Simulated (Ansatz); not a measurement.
The cluster AsP2. Charge 0, multiplicity 2. Geometry PBE-D4/def2-TZVP; atoms count from 1.

```xyz
3

P    -1.0018   -0.5683    0.3629
P    -0.0358    1.2396    0.2651
As    1.0377   -0.6712   -0.6280
```

The structure comes from a short search, and lower isomers may exist.

Question: Estimate the Mulliken populations from the PBE0/def2-TZVP orbitals of Ansatz.

Answer: 
```
atom  charge (e)  spin (α − β)
  P1        0.01         -0.20
  P2       -0.03          0.34
 As3        0.02          0.86
```
Mulliken values and Mayer orders depend strongly on the basis.

Question: Where does the spin sit?

Answer: Summed by element: P 0.14, As 0.86, of 1 unpaired in all. Largest on single atoms: As3 0.86, P2 0.34, P1 -0.20.

Question: And the Mayer bond orders between bonded heavy atoms (over 0.3)?

Answer: P1–P2 1.79 (2.05 Å); P1–As3 1.25 (2.27 Å); P2–As3 1.13 (2.37 Å).
